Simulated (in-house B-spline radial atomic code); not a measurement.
# Ionising N V (N4+) with different functionals

Computed with a radial B-spline atomic code at the basis-set limit: scalar-relativistic (spin-free X2C) Hamiltonian, Fermi nucleus of rms radius 2.5582 fm, spin-polarised at highest spin, spherical fractional occupations for the functionals, the average over the highest-spin determinants for Hartree-Fock. The ionisation energy is the difference of two self-consistent energies, [He] 2s1 → 1s2, without Breit or QED terms; ε is the level of the shell that loses the electron (its least bound occupied spin orbital).

```
           method                    rung  ΔSCF (eV)  -ε(2s) (eV)
     Hartree-Fock            Hartree-Fock      97.77        97.78
    HF fractional            Hartree-Fock      97.77        97.78
         LDA VWN5                     LDA      97.69        89.02
         LDA PW92                     LDA      97.69        89.02
LDA exchange-only                     LDA      96.79        88.10
              PBE                     GGA      98.43        89.60
           PBEsol                     GGA      97.92        89.26
             BLYP                     GGA          ?            ?
             RPBE                     GGA      98.55        89.66
             PW91                     GGA      98.53        89.68
             BP86                     GGA      98.10        89.58
             AM05                     GGA      97.67        89.10
             OLYP                     GGA      98.69        89.64
             TPSS                meta-GGA      98.28        89.87
           r2SCAN                meta-GGA      97.74        90.05
          revTPSS                meta-GGA      98.14        89.92
             PBE0           global hybrid      98.33        91.76
            B3LYP           global hybrid      98.69        91.37
            TPSSh           global hybrid      98.24        90.70
        BHandHLYP           global hybrid      98.57        93.82
          r2SCAN0           global hybrid      97.83        92.06
            B97-1           global hybrid      98.14        91.30
            HSE06  range-separated hybrid      98.32        91.33
            wB97X  range-separated hybrid          ?            ?
        CAM-B3LYP  range-separated hybrid      98.62        93.28
          LC-wPBE  range-separated hybrid      98.54        94.98
```

Problem. What does BLYP give?

Solution. ΔSCF 98.71 eV, and -ε(2s) = 89.52 eV.

Problem. What does wB97X give?

Solution. ΔSCF 96.92 eV, and -ε(2s) = 94.21 eV.

Problem. Among the functionals, which spreads more, the ΔSCF values or the orbital energies?

Solution. The orbital energies: ΔSCF values span about 1.92 eV and the orbital energies 6.88 eV.

Problem. How do they compare with the NIST value?

Solution. NIST lists 97.890 eV (measured, ground level to ground level). Errors run from -1.10 to +0.82 eV; PBEsol is closest (+0.03 eV), but part of that can be cancellation, since the calculations leave out Breit-QED terms. Hartree-Fock also lacks correlation.
